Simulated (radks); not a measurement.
All-electron atom: the cobalt ion Co3+ in [Ar] 3d6.

All-electron calculation, scalar-relativistic Kohn-Sham, LDA (Slater exchange, Perdew-Wang correlation), spin-polarised, spherical densities, finite nucleus; open shells are filled with parallel spins first; Fermi nuclear charge, rms radius 3.7875 fm. Program: a radial shooting solver on a logarithmic mesh with Libxc functionals.

Energy parts (eV):
| part | energy |
|---|---|
| total | -37786.578 |
| kinetic | 38259.975 |
| electron-nucleus | -89674.481 |
| Hartree | 15152.593 |
| exchange-correlation | -1524.664 |

Orbitals (lengths in bohr, moments of r in powers of bohr; <r^-3> diverges for s and p1/2; r(max) is where P^2 peaks):
| orbital | occ. | eigenvalue (eV) | <r> | <r^-3> | r(max) |
|---|---|---|---|---|---|
| 1s up | 1 | -7615.382 | 0.05628 | - | 0.03684 |
| 1s down | 1 | -7615.361 | 0.05628 | - | 0.03684 |
| 2s up | 1 | -937.0178 | 0.2562 | - | 0.2136 |
| 2s down | 1 | -934.5935 | 0.2558 | - | 0.2134 |
| 2p up | 3 | -809.1027 | 0.2254 | 547.5 | 0.1721 |
| 2p down | 3 | -807.2343 | 0.2250 | 549.3 | 0.1719 |
| 3s up | 1 | -142.0589 | 0.7687 | - | 0.6674 |
| 3s down | 1 | -137.3780 | 0.7720 | - | 0.6685 |
| 3p up | 3 | -105.4497 | 0.8042 | 71.57 | 0.6750 |
| 3p down | 3 | -100.8836 | 0.8099 | 70.36 | 0.6768 |
| 3d up | 5 | -47.1491 | 0.9288 | 6.842 | 0.6488 |
| 3d down | 1 | -42.8472 | 0.9584 | 6.570 | 0.6565 |

The highest occupied level is 3d down at -42.847 eV. The electron density at the nucleus is 1.727e+04 e/bohr^3 (large components only). Summed over all electrons, <r^2> = 13.10 bohr^2, which gives a Langevin (diamagnetic) susceptibility term of -10.4 x 10^-6 cm^3/mol. The spin density at the nucleus is -1.175 e/bohr^3 (1s -0.102, 2s -2.418, 3s 1.344). The density falls to 0.001 e/bohr^3 at r = 2.69 bohr.
